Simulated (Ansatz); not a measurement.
A calculation with Ansatz (development build ahead of 0.2.0).

```yaml
crystal:
  periodic: [false, false, false]
  atoms:
    - { symbol: H, position_ang: [0.274, 1.7944, 0.5145] }
    - { symbol: H, position_ang: [-0.3487, 2.1588, 0.8071] }
    - { symbol: H, position_ang: [2.1989, 0.6678, -0.3904] }
    - { symbol: H, position_ang: [1.5763, 1.0322, -0.0977] }
    - { symbol: H, position_ang: [-1.0849, 0.8955, -1.2572] }
    - { symbol: H, position_ang: [-1.7076, 1.2599, -0.9645] }
    - { symbol: H, position_ang: [0.84, -0.2311, -2.1621] }
    - { symbol: H, position_ang: [0.2174, 0.1333, -1.8694] }
    - { symbol: H, position_ang: [-0.2174, -0.1333, 1.8694] }
    - { symbol: H, position_ang: [-0.84, 0.2311, 2.1621] }
    - { symbol: H, position_ang: [1.7076, -1.2599, 0.9645] }
    - { symbol: H, position_ang: [1.0849, -0.8955, 1.2572] }
    - { symbol: H, position_ang: [-1.5763, -1.0322, 0.0977] }
    - { symbol: H, position_ang: [-2.1989, -0.6678, 0.3904] }
    - { symbol: H, position_ang: [0.3487, -2.1588, -0.8071] }
    - { symbol: H, position_ang: [-0.274, -1.7944, -0.5145] }
basis:
  gaussian: { orbitals: STO-3G }
hamiltonian:
  xc: hf
```

The input is written out in the form of the current development build from the run's settings.

Results

```yaml
Converged: yes
Total_energy: -8.85546 hartree
Spin_squared_of_the_determinant: 0.000
```
